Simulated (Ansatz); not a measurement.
All numbers were calculated with Ansatz.

A structure relaxed at PBE0-D4/def2-TZVP, charge 0, multiplicity 1:

```xyz
11

C     1.195    0.062   -0.872
C     0.722   -0.289    0.537
Ge   -1.008   -1.308    0.448
N    -2.083    0.160    0.480
H     0.490    0.726   -1.379
H     2.168    0.564   -0.864
H     1.302   -0.830   -1.498
H     0.595    0.616    1.141
H     1.469   -0.910    1.040
H    -1.764    1.113    0.568
H    -3.085    0.097    0.400
```

Task: Give its formula and SMILES.

Result: C2H7GeN, `C[CH2][Ge][NH2]`.

Task: Summarise the bond lengths by kind.

Result: 1 × C–C 1.528 Å; 5 × C–H 1.094 to 1.095 Å; 1 × C–Ge 2.010 Å; 1 × Ge–N 1.819 Å; 2 × H–N 1.007 to 1.009 Å.
